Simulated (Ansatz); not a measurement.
Cost and result up the ladder for Ga2P3 (5 atoms). Total charge 0; doublet. Geometry: PBE-D4/def2-SVP.

```csv
atom,x (Å),y (Å),z (Å)
Ga1,1.1213,-1.5611,0.3727
Ga2,-1.4191,1.4658,1.5384
P3,0.9014,0.9013,0.6834
P4,-0.7173,0.3306,-0.6799
P5,0.1136,-1.1366,-1.9146
```

Ansatz on 4 threads of Arm Neoverse N1 on a shared host. Times are rough, and most runs start from the orbitals of an earlier one. PBE0-D4/def2-TZVP serves as the yardstick here, not as an exact answer. Differences are given only for rows in sets of like size (and for xTB, whose basis is part of the method), since another set adds its own error. Binding counts from free atoms at the same level (Ga doublet, P quartet; other spins of the atoms weren't run), without zero-point energy or a counterpoise term.

HSE06 is defined as in plane-wave codes, on full-range PBE exchange. Correlated methods freeze 33 core orbitals; core or outer-core shells of Ga are correlated, in sets that lack core-valence functions. The rows differ in basis, and correlated rows in double-zeta sets carry the largest basis error. In CCSD on the charge 0 doublet the largest single amplitude is 0.19, so its Hartree–Fock determinant may place the open shell otherwise than the density functionals do. Another isomer (doublet) lies 1.05 eV lower at PBE0-D4/def2-TZVP; other spin states weren't run for this one.

Correlated methods converge slowly with the basis, most of all in double-zeta sets.

```
                         level  functions  wall time  binding energy per atom (eV)  difference from PBE0-D4/def2-TZVP (eV)                        remarks
PBE-D4/def2-TZVP (with forces)        207        8 s                          2.61                                    0.18                              –
            HSE06-D4/def2-TZVP        207       20 s                          2.44                                    0.01                              –
           r2SCAN-D4/def2-TZVP        207       25 s                          2.44                                    0.01                              –
            BHLYP-D4/def2-TZVP        207       28 s                          2.18                                   -0.25                              –
             PBE0-D4/def2-TZVP        207       29 s                          2.43                                    0.00                              –
              CCSD(T)/def2-SVP        118       55 s                          1.84                                       –  spin-contaminated (⟨S²⟩ 1.29)
```
